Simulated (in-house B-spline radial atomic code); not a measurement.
## Ionising the rhenium ion Re⁶⁴⁺ with different functionals

Computed with a B-spline radial code for spherical atoms: scalar-relativistic (spin-free X2C) Hamiltonian, Fermi nucleus of rms radius 5.3698 fm, spin-polarised at highest spin, spherical fractional occupations for the functionals, the average over the highest-spin determinants for Hartree-Fock. The ionisation energy is the difference of two self-consistent energies, [Ne] 3s1 → [He] 2s2 2p6, without Breit or QED terms; ε is the level of the shell that loses the electron (its least bound occupied spin orbital). There is no spin-orbit coupling in this Hamiltonian.

| method | rung | ΔSCF (eV) | -ε(3s) (eV) |
| --- | --- | --- | --- |
| Hartree-Fock | Hartree-Fock | ? | ? |
| BLYP | GGA | 7384.1 | 7327.9 |
| BP86 | GGA | ? | ? |
| SCAN | meta-GGA | 7374.6 | 7328.0 |
| B3LYP | global hybrid | 7382.3 | 7337.4 |
| CAM-B3LYP | range-separated hybrid | 7382.5 | 7339.4 |

Q: What does BP86 give?

A: ΔSCF 7382.8 eV, and -ε(3s) = 7327.2 eV.

Q: What does Hartree-Fock give?

A: ΔSCF 7374.8 eV, and -ε(3s) = 7374.9 eV.

Q: How do they compare with the NIST value?

A: NIST lists 7366 eV ± 24 (tabulated theory, ground level to ground level). Errors run from +8.6 to +18.1 eV; all lie within about twice that uncertainty, so the table can't rank the methods. Hartree-Fock also lacks correlation.
